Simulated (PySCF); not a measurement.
Isomers of C4H12FPSi2, mass 166.020 u with the commonest isotopes. The calculation used PBE0/pcSseg-1 in PySCF (dipole) on a GFN2-xTB geometry, gas phase. One conformer each, none proved a minimum here; rigid rotors.

Question: Order these by dipole moment, smallest first.
A. `[CH2:1]=[CH:2][CH2:3][Si@@H:4]([PH2:5])[CH2:6][SiH2:7][F:8]` with C1–C2–C3–Si4 -103°, C2–C3–Si4–P5 59°, C3–Si4–P5–H -47° and 45°, C3–Si4–C6–Si7 67°, Si4–C6–Si7–F8 -55°
B. `[CH3:1][SiH2:2]/[CH:3]=[C:4](/[CH2:5][F:6])[SiH2:7][PH2:8]` with C1–Si2–C3–C4 168°, C3–C4–C5–F6 2°, C3–C4–Si7–P8 -93°, C4–Si7–P8–H 165° and 72°
C. `[CH3:1][SiH2:2]/[CH:3]=[C:4](\[CH2:5][F:6])[SiH2:7][PH2:8]` with C1–Si2–C3–C4 179°, C3–C4–C5–F6 2°, C3–C4–Si7–P8 -138°, C4–Si7–P8–H 69° and 162°
D. `[F:1][CH2:2][CH2:3]/[C:4](=[CH:5]\[SiH3:6])[SiH2:7][PH2:8]` with F1–C2–C3–C4 -61°, C2–C3–C4–C5 106°, C3–C4–Si7–P8 -23°, C4–Si7–P8–H -77° and -170°

Answer: A (0.76 D), B (1.44 D), D (1.69 D), C (1.98 D).

Question: Order these by radius of gyration √(Σ m r²/M), largest first.
A. `[CH3:1][SiH2:2]/[CH:3]=[C:4](\[CH2:5][F:6])[SiH2:7][PH2:8]` with C1–Si2–C3–C4 179°, C3–C4–C5–F6 2°, C3–C4–Si7–P8 -138°, C4–Si7–P8–H 69° and 162°
B. `[CH2:1]=[CH:2][CH2:3][Si@@H:4]([PH2:5])[CH2:6][SiH2:7][F:8]` with C1–C2–C3–Si4 -103°, C2–C3–Si4–P5 59°, C3–Si4–P5–H -47° and 45°, C3–Si4–C6–Si7 67°, Si4–C6–Si7–F8 -55°
C. `[F:1][CH2:2][CH2:3]/[C:4](=[CH:5]\[SiH3:6])[SiH2:7][PH2:8]` with F1–C2–C3–C4 -61°, C2–C3–C4–C5 106°, C3–C4–Si7–P8 -23°, C4–Si7–P8–H -77° and -170°

Answer: A (2.684 Å), B (2.549 Å), C (2.497 Å).

Question: Order these by rotational constant B, smallest first.
A. `[F:1][CH2:2][CH2:3]/[C:4](=[CH:5]\[SiH3:6])[SiH2:7][PH2:8]` with F1–C2–C3–C4 -61°, C2–C3–C4–C5 106°, C3–C4–Si7–P8 -23°, C4–Si7–P8–H -77° and -170°
B. `[CH3:1][SiH2:2]/[CH:3]=[C:4](/[CH2:5][F:6])[SiH2:7][PH2:8]` with C1–Si2–C3–C4 168°, C3–C4–C5–F6 2°, C3–C4–Si7–P8 -93°, C4–Si7–P8–H 165° and 72°
C. `[CH2:1]=[CH:2][CH2:3][Si@@H:4]([PH2:5])[CH2:6][SiH2:7][F:8]` with C1–C2–C3–Si4 -103°, C2–C3–Si4–P5 59°, C3–Si4–P5–H -47° and 45°, C3–Si4–C6–Si7 67°, Si4–C6–Si7–F8 -55°
D. `[CH3:1][SiH2:2]/[CH:3]=[C:4](\[CH2:5][F:6])[SiH2:7][PH2:8]` with C1–Si2–C3–C4 179°, C3–C4–C5–F6 2°, C3–C4–Si7–P8 -138°, C4–Si7–P8–H 69° and 162°

Answer: D (504.3 MHz), A (632.2 MHz), C (649.6 MHz), B (726.6 MHz).

```csv
SMILES,point group,Ia (u·Å²),Ib (u·Å²),Ic (u·Å²),κ,μa (D),μb (D),μc (D)
C=CC[Si@@H](P)C[SiH2]F,C1,327.87,777.97,1051.24,-0.68,0.40,0.58,0.30
FCC/C(=C\[SiH3])[SiH2]P,C1,304.11,799.45,966.13,-0.81,1.14,0.89,0.88
C[SiH2]/C=C(/CF)[SiH2]P,C1,459.62,695.50,1004.60,-0.25,0.05,1.16,0.85
C[SiH2]/C=C(\CF)[SiH2]P,C1,234.02,1002.24,1155.74,-0.92,0.96,1.73,0.02
```
